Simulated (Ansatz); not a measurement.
The cluster ScAu4⁺, 5 atoms. Hardware: 4 threads of Intel Xeon 6975P-C on a shared host.

In the def2 sets Au takes a core potential; there is no spin–orbit coupling. Correlated methods freeze 5 core orbitals; core or outer-core shells of Sc, Au are correlated, in sets that lack core-valence functions.

Problem. How many basis functions does each of these Ansatz runs have, and roughly what does it cost? MP2/def2-TZVP, charge 1 singlet, energy, from earlier orbitals; PBE-QIDH/def2-TZVP, charge 1 singlet, energy, from earlier orbitals; B3LYP-D4/def2-SVP, charge 1 singlet, relaxation, 14 steps; PBE0-D4/def2-SVP, charge 1 singlet, energy with a search over starts; BHLYP-D4/def2-TZVP, charge 1 singlet, energy, from earlier orbitals; PBE-D4/def2-SVP, charge 1 singlet, energy, from earlier orbitals; PBE0-D4/def2-SVP, charge 1 singlet, energy, from earlier orbitals; PBE-D4/def2-TZVP, charge 1 singlet, energy and forces, from earlier orbitals; revPBE-D4/def2-TZVP, charge 1 singlet, energy, from earlier orbitals; r2SCAN-D4/def2-TZVP, charge 1 singlet, energy, from earlier orbitals; CCSD(T)/def2-SVP, charge 1 singlet, energy, from earlier orbitals; PBE0-D4/def2-TZVP, charge 1 singlet, energy, from earlier orbitals.

Solution. Other jobs shared the machine, so times can vary by a factor of up to 3. A dash marks memory too small to be measured apart from the calling script's.

```
                                                                         run  functions  fitting or Cholesky vectors  wall time  peak host memory (GiB)
            PBE-D4/def2-SVP, charge 1 singlet, energy, from earlier orbitals        159                         1662      1.9 s                       –
        revPBE-D4/def2-TZVP, charge 1 singlet, energy, from earlier orbitals        205                         1880      2.5 s                       –
           PBE0-D4/def2-SVP, charge 1 singlet, energy, from earlier orbitals        159                         1652      3.4 s                       –
PBE-D4/def2-TZVP, charge 1 singlet, energy and forces, from earlier orbitals        205                         1880      3.6 s                       –
          PBE0-D4/def2-TZVP, charge 1 singlet, energy, from earlier orbitals        205                         2197      4.8 s                    0.96
         BHLYP-D4/def2-TZVP, charge 1 singlet, energy, from earlier orbitals        205                         2524      5.5 s                     1.1
              MP2/def2-TZVP, charge 1 singlet, energy, from earlier orbitals        205                         1943        6 s                    0.69
        r2SCAN-D4/def2-TZVP, charge 1 singlet, energy, from earlier orbitals        205                         1880        6 s                       –
         PBE-QIDH/def2-TZVP, charge 1 singlet, energy, from earlier orbitals        205                         1943        8 s                    0.74
        PBE0-D4/def2-SVP, charge 1 singlet, energy with a search over starts        159                         1652        8 s                    0.57
                   B3LYP-D4/def2-SVP, charge 1 singlet, relaxation, 14 steps        159                         1866       62 s                    0.58
           CCSD(T)/def2-SVP, charge 1 singlet, energy, from earlier orbitals        159                         1652       86 s                       3
```
